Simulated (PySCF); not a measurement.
C$_{3}$H$_{7}$O (SMILES [CH2-]OCC), charge -1, singlet, geometry from GFN2-xTB (in this run its highest filled SCF level lies above zero, so its values depend strongly on the basis, on diffuse functions most of all), with bond 7-3 at 1.6 times its length; B3LYP/6-31G* run with PySCF.

The PySCF input:
```python
from pyscf import gto, scf, dft

mol = gto.M(
    atom='''
O     0.036114   -0.775937    0.000887
C     0.026061    0.600664   -0.000468
C     1.381985   -1.384159    0.006902
C    -1.406966    1.147588   -0.006777
H     0.560203    1.006965    0.891887
H     0.567395    1.005265   -0.889256
H     2.257693   -0.618891   -1.412564
H     1.922124   -0.904169    0.897544
H    -1.931208    0.789925   -0.890913
H    -1.938334    0.791610    0.873778
H    -1.404874    2.239205   -0.007811
''',
    basis='6-31g*',
    charge=-1,
    spin=0,
    verbose=4,
)

mf = dft.RKS(mol)
mf.xc = 'b3lyp'
mf.kernel()
```

What the program printed (banner, timings and long lists left out):

```
PySCF version 2.14.0

[INPUT] verbose = 4
[INPUT] num. atoms = 11
[INPUT] num. electrons = 34
[INPUT] charge = -1
[INPUT] spin (= nelec alpha-beta = 2S) = 0
[INPUT] symmetry False subgroup None
[INPUT] Mole.unit = angstrom
[INPUT] Symbol           X                Y                Z      unit          X                Y                Z       unit  Magmom
[INPUT]  1 O      0.036114000000  -0.775937000000   0.000887000000 AA    0.068245569263  -1.466308419917   0.001676187072 Bohr   0.0
[INPUT]  2 C      0.026061000000   0.600664000000  -0.000468000000 AA    0.049248152532   1.135090452886  -0.000884391826 Bohr   0.0
[INPUT]  3 C      1.381985000000  -1.384159000000   0.006902000000 AA    2.611573158257  -2.615681422852   0.013042889712 Bohr   0.0
[INPUT]  4 C     -1.406966000000   1.147588000000  -0.006777000000 AA   -2.658780406575   2.168627023837  -0.012806673946 Bohr   0.0
[INPUT]  5 H      0.560203000000   1.006965000000   0.891887000000 AA    1.058630244160   1.902888067023   1.685422164060 Bohr   0.0
[INPUT]  6 H      0.567395000000   1.005265000000  -0.889256000000 AA    1.072221154448   1.899675532611  -1.680450294626 Bohr   0.0
[INPUT]  7 H      2.257693000000  -0.618891000000  -1.412564000000 AA    4.266421443348  -1.169534490958  -2.669359093420 Bohr   0.0
[INPUT]  8 H      1.922124000000  -0.904169000000   0.897544000000 AA    3.632287937453  -1.708631780322   1.696112344747 Bohr   0.0
[INPUT]  9 H     -1.931208000000   0.789925000000  -0.890913000000 AA   -3.649454209569   1.492741908947  -1.683581570815 Bohr   0.0
[INPUT] 10 H     -1.938334000000   0.791610000000   0.873778000000 AA   -3.662920397933   1.495926097467   1.651201113670 Bohr   0.0
[INPUT] 11 H     -1.404874000000   2.239205000000  -0.007811000000 AA   -2.654827099522   4.231484186757  -0.014760650759 Bohr   0.0

nuclear repulsion = 122.614927324581
number of shells = 38
number of NR pGTOs = 136
number of NR cGTOs = 70
basis = 6-31g*
ecp = {}

******** <class 'pyscf.dft.rks.RKS'> ********
method = RKS
initial guess = minao
damping factor = 0
level_shift factor = 0
DIIS = <class 'pyscf.scf.diis.CDIIS'>
diis_start_cycle = 1
diis_space = 8
diis_damp = 0
SCF conv_tol = 1e-09
SCF conv_tol_grad = None
SCF max_cycles = 50
direct_scf = True
direct_scf_tol = 1e-13
XC library pyscf.dft.libxc version 7.1.2
    S. Lehtola, C. Steigemann, M. J. T. Oliveira, and M. A. L. Marques,  SoftwareX 7, 1–5 (2018)
XC functionals = b3lyp
    P. J. Stephens, F. J. Devlin, C. F. Chabalowski, and M. J. Frisch,  J. Phys. Chem. 98, 11623 (1994)
radial grids:
    Treutler-Ahlrichs [JCP 102, 346 (1995); DOI:10.1063/1.469408] (M4) radial grids

becke partition: Becke, JCP 88, 2547 (1988); DOI:10.1063/1.454033
pruning grids: <function nwchem_prune>
grids dens level: 3
symmetrized grids: False
atomic radii adjust function: <function treutler_atomic_radii_adjust>
small_rho_cutoff = 0
Set gradient conv threshold to 3.16228e-05
Initial guess from minao.
tot grids = 125096
init E= -193.57362715003
  HOMO = -0.211557526706426  LUMO = -0.0575594321223059  gap/eV = 4.19050
cycle= 1 E= -193.456249429359  delta_E= 0.117  |g|= 0.69  |ddm|= 2.85
  HOMO = 0.16770811430802  LUMO = 0.271862935844198  gap/eV = 2.83420
cycle= 2 E= -193.22127015806  delta_E= 0.235  |g|= 1.24  |ddm|= 2.93
  HOMO = 0.08575914055475  LUMO = 0.251180870200239  gap/eV = 4.50135
cycle= 3 E= -193.57024628858  delta_E= -0.349  |g|= 0.135  |ddm|= 2.02
  HOMO = 0.0663046072175946  LUMO = 0.241613342893677  gap/eV = 4.77039
cycle= 4 E= -193.573532932421  delta_E= -0.00329  |g|= 0.0578  |ddm|= 0.181
  HOMO = 0.0701260111263751  LUMO = 0.244424927757271  gap/eV = 4.74292
cycle= 5 E= -193.574297698958  delta_E= -0.000765  |g|= 0.018  |ddm|= 0.0767
  HOMO = 0.0680318193684304  LUMO = 0.243772489639087  gap/eV = 4.78215
cycle= 6 E= -193.574414880673  delta_E= -0.000117  |g|= 0.00619  |ddm|= 0.0355
  HOMO = 0.0689008038050263  LUMO = 0.244391751845678  gap/eV = 4.77535
cycle= 7 E= -193.574425837304  delta_E= -1.1e-05  |g|= 0.000722  |ddm|= 0.00862
  HOMO = 0.0688795534044369  LUMO = 0.244324364002607  gap/eV = 4.77410
cycle= 8 E= -193.574426023657  delta_E= -1.86e-07  |g|= 0.000187  |ddm|= 0.00172
  HOMO = 0.0688846534836762  LUMO = 0.244326708285941  gap/eV = 4.77402
cycle= 9 E= -193.574426034005  delta_E= -1.03e-08  |g|= 9.24e-05  |ddm|= 0.000411
  HOMO = 0.0688881921971651  LUMO = 0.24433179920831  gap/eV = 4.77406
cycle= 10 E= -193.574426036279  delta_E= -2.27e-09  |g|= 2.14e-05  |ddm|= 0.000114
  HOMO = 0.0688884843221524  LUMO = 0.244332003423542  gap/eV = 4.77406
cycle= 11 E= -193.574426036424  delta_E= -1.45e-10  |g|= 5.78e-06  |ddm|= 4.39e-05
  HOMO = 0.0688892597125026  LUMO = 0.244331935072097  gap/eV = 4.77404
Extra cycle  E= -193.574426036421  delta_E= 3.35e-12  |g|= 7.08e-06  |ddm|= 1.53e-05
converged SCF energy = -193.574426036421
```
